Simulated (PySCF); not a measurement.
PySCF input for Si(OH) (HOSi), SMILES O[Si] (connectivity only; charge and spin as stated), neutral, multiplicity 2, PBE0/pcH-1. Geometry optimised at PBE-D3(BJ)/def2-TZVPD.

```python
import numpy as np
from pyscf import gto, scf, dft
from pyscf.prop.hfc import uks as hfc
from pyscf.prop.gtensor import uks as gtensor

mol = gto.M(
    atom='''
    Si   -0.01585259    0.67512953    0.00000000
    O     0.11576364   -0.99182601    0.00000000
    H    -0.70417288   -1.51720537    0.00000000
    ''',
    basis='pcH-1',
    charge=0,
    spin=1,
    max_memory=1600,
    verbose=3,
)
mf = dft.UKS(mol, xc='pbe0')
mf.grids.level = 3
mf.conv_tol = 1e-10
mf.max_cycle = 100
mf.kernel()
fine, coarse = mf.grids, dft.Grids(mol).set(level=1).build(with_non0tab=True)
for _ in range(3):  # follow internal instabilities
    mf.grids = coarse
    mo, _, stable, _ = mf.stability(return_status=True, nroots=4)
    mf.grids = fine
    if stable:
        break
    mf.kernel(mf.make_rdm1(mo, mf.mo_occ))
A = hfc.HFC(mf).make_fcdip(mf.make_rdm1())  # Fermi contact and dipolar terms, MHz
print('atom   A(iso)/MHz   principal dipolar parts/MHz')
for i, a in enumerate(A):
    w = np.linalg.eigvalsh((a + a.T) / 2)
    print(f'{mol.atom_symbol(i):2s}{i + 1:3d} {w.mean():12.2f}', (w - w.mean()).round(2))
gt = gtensor.GTensor(mf)
gt.dia_soc2e, gt.para_soc2e, gt.so_eff_charge = None, None, True
gt.max_cycle_cphf = 60
g = gt.kernel()
```

It prints:

```

WARN: HOMO -0.108476166798846 >= LUMO -0.108476166798829

converged SCF energy = -365.070094158676  <S^2> = 0.75420679  2S+1 = 2.0042024
<class 'pyscf.dft.uks.UKS'> wavefunction is stable in the internal stability analysis
atom   A(iso)/MHz   principal dipolar parts/MHz
Si  1         6.46 [-201.87   96.23  105.64]
O   2       -25.61 [-19.69   6.7   12.99]
H   3        54.62 [-7.09 -3.57 10.66]
SOC(1e)/OZ [ 7.07119706e-06 -7.83141410e-02 -1.66066828e-03]
free electron g 2.00231930436182
g-tensor total [2.00228459 1.92399595 2.0006287 ]
g-shift (ppt) [-3.47128155e-02 -7.83233555e+01 -1.69060518e+00]
```

Self-consistency was reached.

Cost: very roughly 7 core-seconds.
